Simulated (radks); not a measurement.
Spherical jellium clusters: N electrons in a uniform positive sphere of charge N and radius rs N^(1/3), rs = 5.57 bohr. Method: non-relativistic Kohn-Sham, PBE, spin-polarised, spherical densities; computed with a radial shooting solver with Libxc functionals. Levels are named by radial order and angular momentum (1s, 1p, 1d, 2s, ...), and open shells are averaged over m.

N = 6, configuration 1s2 1p(up 3, down 1). This is the lowest configuration that the search found. Occupied levels:

| level | occupation | eigenvalue (eV) | <r> (bohr) |
|---|---|---|---|
| 1s up | 1 | -3.1802 | 7.034 |
| 1s down | 1 | -2.9457 | 6.533 |
| 1p up | 3 | -2.4697 | 8.148 |
| 1p down | 1 | -2.1212 | 8.046 |

Energy (eV): total -10.0465, kinetic 6.1401, external -115.16, Hartree 57.327, exchange-correlation -16.428, background 58.072.
